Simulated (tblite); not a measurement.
H₁₀PSi₃ (SMILES [SiH3][PH+]([SiH3])[SiH3]), charge +1, singlet, geometry from GFN2-xTB; GFN1-xTB (tblite).

tblite was given this input:
```
$ tblite run mol.xyz --method gfn1 --charge 1 --spin 0 --spin-polarized --json tblite.json --no-restart

# file mol.xyz
14

Si     0.04855822     2.11290942    -0.85500834
P      0.01950077     0.08838821     0.25094838
Si     1.93130246    -1.20017790     0.16561152
Si    -2.00194028    -1.01280841     0.40526237
H      1.33519795     2.68962615    -0.47445846
H     -0.05592548     1.70799273    -2.25325371
H     -1.12206275     2.80668367    -0.32473858
H      0.12031585     0.54533767     1.54830160
H      3.00016157    -0.24023002     0.42810434
H      1.89511433    -1.72527509    -1.19561141
H      1.71912968    -2.19299625     1.21544799
H     -1.75914735    -2.02730016     1.42737797
H     -2.93537617     0.04252360     0.78975421
H     -2.18080473    -1.53110888    -0.94726734
```

Task: Predict the main parts of the log of this tblite run.

Result: 
```
xTB calculator
 | screened Coulomb repulsion
 | Coulomb electrostatics
 |  * isotropic Klopman-Ohno-Mataga-Nishimoto electrostatics
 |  * onsite third-order electrostatics
 | DFT-D3(BJ) dispersion correction
 | Interactions (1)
 | [1] spin polarization

halogen bonding energy    0.0000000000000E+00 Eh
repulsion energy          1.0980417573022E-01 Eh
dispersion energy        -6.5284537626444E-03 Eh
interaction energy        0.0000000000000E+00 Eh
number of electrons       2.6000000000000E+01 e
integral cutoff           2.8146159136829E+01 bohr

------------------------------------------------------------
  cycle        total energy    energy error   density error
------------------------------------------------------------
      1     -13.11596858545  -1.3219244E+01   2.3000422E-01
      2     -13.15514007766  -3.9171492E-02   1.1771448E-01
      3     -13.08854646342   6.6593614E-02   9.5372318E-02
      4     -13.18753012243  -9.8983659E-02   2.4767963E-02
      5     -13.19381986625  -6.2897438E-03   7.4395983E-03
      6     -13.19414440265  -3.2453640E-04   4.1478411E-03
      7     -13.19430183419  -1.5743155E-04   1.0091955E-03
      8     -13.19431099306  -9.1588665E-06   7.0868102E-05
      9     -13.19431094388   4.9181107E-08   9.7876398E-05
     10     -13.19431102356  -7.9682343E-08   1.3724441E-05
------------------------------------------------------------

electronic energy        -1.3297586745529E+01 Eh
total energy             -1.3194311023562E+01 Eh

Post processing:
 | Mayer-Wiberg bond orders

[Info] JSON dump of results written to 'tblite.json'
```
